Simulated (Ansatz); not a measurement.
Consider the formal exchange of groups at the Si–O bond: `O[SiH2]B(F)Cl` + CH₄ → `C[SiH2]B(F)Cl` + H₂O.

Gas-phase electronic energies from Ansatz, PBE0-D4/def2-TZVP geometries. CCSD(T)/CBS is the MP2 limit (def2-TZVPP, def2-QZVPP) plus CCSD(T) − MP2 in def2-TZVPP, frozen cores. This one scheme is used for every species. DFT in def2-TZVPP. Each species was taken in one conformer, which may not be the lowest.

**Question.** Is it downhill or uphill in electronic energy at CCSD(T)/CBS, and by how much? (Estimate.)

**Answer.** Computed: Uphill: ΔE = +0.89 eV.

**Question.** What do these levels give: PBE-D4, r2SCAN-D4, PBE0-D4, ωB97X-V, B2PLYP, PBE, r2SCAN, MP2/def2-TZVPP, SCS-MP2/def2-TZVPP, CCSD(T)/def2-TZVPP, HF/CBS(def2), CCSD/CBS(def2)? (An estimate is asked.)

**Answer.** Computed: PBE-D4 0.84, r2SCAN-D4 0.94, PBE0-D4 0.85, ωB97X-V 0.93, B2PLYP 0.98, PBE 0.86, r2SCAN 0.95, MP2/def2-TZVPP 0.92, SCS-MP2/def2-TZVPP 0.96, CCSD(T)/def2-TZVPP 0.91, HF/CBS(def2) 1.10, CCSD/CBS(def2) 0.91 eV.

Largest T1 diagnostic among the species: 0.013.

The D4 term adds −0.03 eV with B3LYP and −0.02 eV with PBE0; it sums over pairs of atoms, weighted by their polarisabilities, and B3LYP, whose exchange is more repulsive, gets the larger term. In def2-TZVPP, CCSD(T) changes the Hartree–Fock value by −0.19 eV (the triples alone add −0.02 eV) and MP2 by −0.17 eV.

B3LYP here is the variant with VWN-RPA as its local correlation; programs differ in this.
